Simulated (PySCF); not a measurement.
propyl chloride (C3H7Cl), singlet, geometry from GFN2-xTB; B3LYP/6-31G (PySCF).

Input for PySCF:
```python
from pyscf import gto, scf, dft

mol = gto.M(
    atom='''
C     0.895568   -0.626932    0.008948
C     2.362496   -0.211158    0.028295
C    -0.008376    0.594253    0.001829
H     0.672448   -1.235995    0.886785
H     0.694098   -1.230258   -0.878038
H     3.001061   -1.090297    0.033271
Cl   -1.726146    0.108846   -0.020821
H     2.603733    0.384592   -0.849005
H     2.582092    0.378857    0.915103
H     0.135530    1.199972    0.896784
H     0.157393    1.205765   -0.885371
''',
    basis='6-31g',
    charge=0,
    spin=0,
    verbose=5,
)

mf = dft.RKS(mol)
mf.xc = 'b3lyp'
mf.grids.level = 5
mf.kernel()
```

The log (banner, timings and long lists left out):

```
PySCF version 2.14.0

[INPUT] verbose = 5
[INPUT] max_memory = 4000
[INPUT] num. atoms = 11
[INPUT] num. electrons = 42
[INPUT] charge = 0
[INPUT] spin (= nelec alpha-beta = 2S) = 0
[INPUT] symmetry False subgroup None
[INPUT] Mole.unit = angstrom
[INPUT] Symbol           X                Y                Z      unit          X                Y                Z       unit  Magmom
[...]
[INPUT] ---------------- BASIS SET ----------------
[INPUT] l, kappa, [nprim/nctr], expnt,             c_1 c_2 ...
[INPUT] C
[...]
                                457.36951         0.0140373
                                103.94869         0.0688426
                                29.210155         0.2321844
                                9.286663          0.4679413
                                3.163927          0.362312
[...]
                                1.8812885         -0.1608542
                                0.5442493         1.1434564
[...]
                                1.8812885         0.316424
                                0.5442493         0.7443083
[...]
[INPUT] Cl
[...]
                                3780.35           0.014034
                                860.474           0.069097
                                242.145           0.237452
                                77.3349           0.483034
                                26.247            0.339856
[...]
                                116.984           -0.030714
                                37.4153           -0.112528
                                13.7834           0.045016
                                5.45215           0.589353
                                2.22588           0.465206
[...]
                                1.14427           0.061589
                                0.420377          1.06018
[...]
                                116.984           0.030318
                                37.4153           0.12988
                                13.7834           0.327951
                                5.45215           0.453527
                                2.22588           0.252154
[...]
                                1.14427           0.323572
                                0.420377          0.743507
[...]
[INPUT] H
[...]
                                2.8253937         0.23472695
                                0.6401217         0.81375733
[...]
nuclear repulsion = 159.313404459175
number of shells = 36
number of NR pGTOs = 140
number of NR cGTOs = 54
[...]
E1 = -1109.7063156414006  E2 = 371.7022024295268  Ecoul = 418.9124148129168  Exc = -47.21021238339001
cycle= 7 E= -578.690708752699  delta_E= -1.89e-07  |g|= 2.64e-05  |ddm|= 0.001
[...]
  mo_energy =
[-1.01507732e+02 -1.02398160e+01 -1.01918354e+01 -1.01794983e+01
 -9.44304005e+00 -7.20648068e+00 -7.19541954e+00 -7.19532105e+00
 -8.69868705e-01 -7.82311766e-01 -6.74758144e-01 -6.05399547e-01
 -4.95704415e-01 -4.48960809e-01 -4.31534941e-01 -4.21236973e-01
 -3.69875459e-01 -3.62049744e-01 -3.52106627e-01 -2.91748963e-01
 -2.90806872e-01  3.95103841e-02  9.39119578e-02  1.23092373e-01
  1.29295395e-01  1.48334852e-01  1.72089586e-01  1.77472499e-01
  1.84108024e-01  2.19085483e-01  2.33912282e-01  4.17121643e-01
  4.67748802e-01  4.71255084e-01  4.81803358e-01  5.34520281e-01
  5.54709432e-01  5.57983365e-01  6.07806024e-01  6.23947721e-01
  6.70734415e-01  7.46745871e-01  7.63233330e-01  8.14528771e-01
  8.95458838e-01  9.27128619e-01  9.39680115e-01  9.53610131e-01
  9.71791979e-01  9.86368553e-01  1.06783164e+00  1.07544639e+00
  1.38043459e+00  1.55805154e+00]
nelec by numeric integration = 41.99999873353917
E1 = -1109.706207356538  E2 = 371.7020941444364  Ecoul = 418.91229766099656  Exc = -47.2102035165602
cycle= 8 E= -578.690708752927  delta_E= -2.28e-10  |g|= 9.89e-06  |ddm|= 6.93e-05
[...]
  mo_energy =
[-1.01507732e+02 -1.02398156e+01 -1.01918259e+01 -1.01795042e+01
 -9.44303975e+00 -7.20648046e+00 -7.19541922e+00 -7.19532076e+00
 -8.69867811e-01 -7.82310601e-01 -6.74758421e-01 -6.05398361e-01
 -4.95703473e-01 -4.48960159e-01 -4.31534368e-01 -4.21237683e-01
 -3.69874985e-01 -3.62048712e-01 -3.52105258e-01 -2.91748759e-01
 -2.90806234e-01  3.95106172e-02  9.39118282e-02  1.23092555e-01
  1.29295460e-01  1.48335745e-01  1.72089766e-01  1.77471888e-01
  1.84109384e-01  2.19086787e-01  2.33913163e-01  4.17121965e-01
  4.67749575e-01  4.71255344e-01  4.81803447e-01  5.34519950e-01
  5.54710239e-01  5.57983609e-01  6.07805500e-01  6.23948154e-01
  6.70736712e-01  7.46748436e-01  7.63234650e-01  8.14527855e-01
  8.95460104e-01  9.27129209e-01  9.39679990e-01  9.53608600e-01
  9.71793384e-01  9.86367156e-01  1.06783249e+00  1.07544746e+00
  1.38043402e+00  1.55805297e+00]
nelec by numeric integration = 41.99999873353613
E1 = -1109.7061744715459  E2 = 371.70206125944924  Ecoul = 418.9122633328703  Exc = -47.21020207342106
Extra cycle  E= -578.690708752922  delta_E= 5e-12  |g|= 1.13e-05  |ddm|= 2.17e-05
converged SCF energy = -578.690708752922
```
